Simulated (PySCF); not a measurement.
A structure optimised at r2SCAN-D4/def2-SVP, used in a PySCF frequency run:

```xyz
13

Si     0.0032     2.1104     0.0000
C      0.0985     0.2201     0.0000
N      1.1753    -0.4665     0.0000
C      0.7749    -1.8773     0.0000
C     -0.7708    -1.8578     0.0000
O     -1.0927    -0.4466     0.0000
H     -0.7402     2.5569    -1.2136
H     -0.7402     2.5569     1.2136
H      1.3854     2.6565     0.0000
H      1.1977    -2.3815     0.8856
H      1.1977    -2.3815    -0.8856
H     -1.2230    -2.3125     0.8955
H     -1.2230    -2.3125    -0.8955
```
Charge 0, spin multiplicity 1.

Task: Write its SMILES, formula and point group.

Result: [SiH3]C1=NCCO1, C₃H₇NOSi, Cs

Task: What are its rotational constants (standard atomic weights)?

Result: 7.4289, 1.9118, 1.5791 GHz
